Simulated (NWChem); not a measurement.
C3H6OSi; SMILES C1=CO[SiH2]C1

```xyz
11

C     -0.5137     1.4138     0.0000
C      0.8214     1.1942     0.0000
O      1.3057    -0.0918     0.0000
Si    -0.0413    -1.1780     0.0000
C     -1.3865     0.1720     0.0000
H     -0.9332     2.4306     0.0000
H      1.6047     1.9690     0.0000
H      0.0167    -2.0444     1.2251
H      0.0167    -2.0444    -1.2251
H     -2.0500     0.1177    -0.8909
H     -2.0500     0.1177     0.8909
```
Atoms are numbered in this order, from 1.

Geometry: optimised at PBE-D3(BJ)/def2-SVP.

Symmetry labels are those of Cs in the frame above (b1 and b2, or b-type labels, depend on it). States above −ε(HOMO) = 5.2 eV lie in this functional's continuum and hang on the basis.

**Question.** List the 4 lowest vertical singlet excitations from PBE/6-31+G* (spherical d), full TDDFT (NWChem).

**Answer.** 
```csv
state,energy (eV),oscillator strength,symmetry,leading excitation (squared amplitude)
S1,4.45,0.000,a",HOMO → LUMO (1.00)
S2,4.81,0.008,a",HOMO → LUMO+1 (1.00)
S3,5.45,0.001,a",HOMO → LUMO+3 (1.00)
S4,5.72,0.048,a',HOMO → LUMO+2 (0.49)
```
